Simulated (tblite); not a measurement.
Species: C4H3F2O2 (doublet state).
InChI=1S/C4H3F2O2/c5-3-1-2(7)4(6)8-3/h1,3-4H/t3-,4-/m0/s1

Computed geometry: GFN2-xTB, gas phase. This method treats the open shell by occupation alone, without spin polarisation.

Take the most abundant isotopes and a rigid rotor. 

What are A, B and C (cm⁻¹)?

Ia = 146.24, Ib = 276.55, Ic = 382.39 u·Å²; 505379 MHz·u·Å²/I gives 3456, 1827 and 1322 MHz, that is A = 0.11527, B = 0.06096, C = 0.04408 cm⁻¹.

What kind of rotor is it?

An asymmetric top; Ray's κ = -0.526.

Is it planar, by Δ = Ic − Ia − Ib?

Not planar: Δ = Ic − Ia − Ib = -40.40 u·Å². For a rigid frame Δ = −2 Σ m c², so Σ m c² = 20.20 u·Å² lies off the ab plane: 5.05 from hydrogen and 15.15 from heavier atoms. The atom farthest from that plane is 1.49 Å away.

Give the other two planar moments, Paa and Pbb, and the rms extents of the mass along the axes.

Paa = Σ m a² = (Ib + Ic − Ia)/2 = 256.35 and Pbb = Σ m b² = (Ia + Ic − Ib)/2 = 126.04 u·Å². With the mass M = 121.01 u, the rms extents √(P/M) along a, b and c are 1.46, 1.02, 0.41 Å.

Give the coordinates in the principal-axis frame, origin at the centre of mass.

The sense of each axis is arbitrary; atoms in the order of the calculation.
| atom | mass (u) | a (Å) | b (Å) | c (Å) |
| --- | --- | --- | --- | --- |
| O1 | 15.995 | -1.813 | -1.525 | -0.255 |
| C2 | 12.000 | -0.849 | -0.814 | -0.063 |
| C3 | 12.000 | 0.394 | -1.105 | 0.556 |
| C4 | 12.000 | 1.282 | 0.072 | 0.425 |
| F5 | 18.998 | 2.437 | -0.217 | -0.258 |
| O6 | 15.995 | 0.585 | 1.049 | -0.285 |
| C7 | 12.000 | -0.734 | 0.676 | -0.476 |
| F8 | 18.998 | -1.530 | 1.393 | 0.391 |
| H9 | 1.008 | 0.722 | -2.065 | 0.905 |
| H10 | 1.008 | 1.623 | 0.459 | 1.407 |
| H11 | 1.008 | -1.077 | 0.919 | -1.488 |

For this open shell read J as N, the rotation without spin; fine and hyperfine splittings come on top. Its GFN2-xTB frequencies are all real (lowest 53 cm⁻¹). These are rigid-rotor constants of the computed structure; measured ground-state constants (B0) also hold zero-point vibration.

Time: 0.21 s wall. Hardware: one thread, Arm Neoverse V2 (aarch64) (shared host). That covers the optimisation of the geometry.
